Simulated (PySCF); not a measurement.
Sn(H)(Br)(NH2)2 (BrH5N2Sn), SMILES [NH2][SnH]([NH2])[Br].

Coordinates come from a PBE0-D3(BJ)/def2-SVP optimisation. The structure was generated by enumeration; whether it is a known compound was not checked. The def2 effective core potentials stand for the cores of Sn; spin–orbit coupling is left out. Other conformers were not sampled.

Two levels are set side by side: PBE/def2-TZVP (PySCF) and M06-2X/def2-TZVP (PySCF). Same geometry, gas phase. Differences are taken from unrounded values.

```json
[
 {"quantity": "orbital gap (eV)", "M06-2X": "9.00"},
 {"quantity": "highest occupied level (eV)", "M06-2X": "-9.00"},
 {"quantity": "lowest empty level (eV)", "M06-2X": "0.01"},
 {"quantity": "dipole moment (D)", "M06-2X": "1.14"},
 {"quantity": "mean polarisability (bohr³)", "M06-2X": "73.1"}
]
```

Question: What does PBE give, and how far is it from M06-2X? (Estimate from the structure and the level; the computed values follow.)

Answer: 
```json
[
 {"quantity": "orbital gap (eV)", "PBE": "4.31", "PBE minus M06-2X": "-4.69"},
 {"quantity": "highest occupied level (eV)", "PBE": "-6.22", "PBE minus M06-2X": "2.77"},
 {"quantity": "lowest empty level (eV)", "PBE": "-1.91", "PBE minus M06-2X": "-1.92"},
 {"quantity": "dipole moment (D)", "PBE": "1.33", "PBE minus M06-2X": "0.19"},
 {"quantity": "mean polarisability (bohr³)", "PBE": "78.1", "PBE minus M06-2X": "5.0"}
]
```

Without exact exchange PBE keeps part of each electron's self-repulsion, which lifts occupied levels and narrows the gap. Loosely held outer electrons make PBE densities more polarisable. Differences between two approximate levels are no errors against the true value.

Rough cost on one machine, each run with all the roots and properties that it gave: M06-2X against PBE about 3 times.
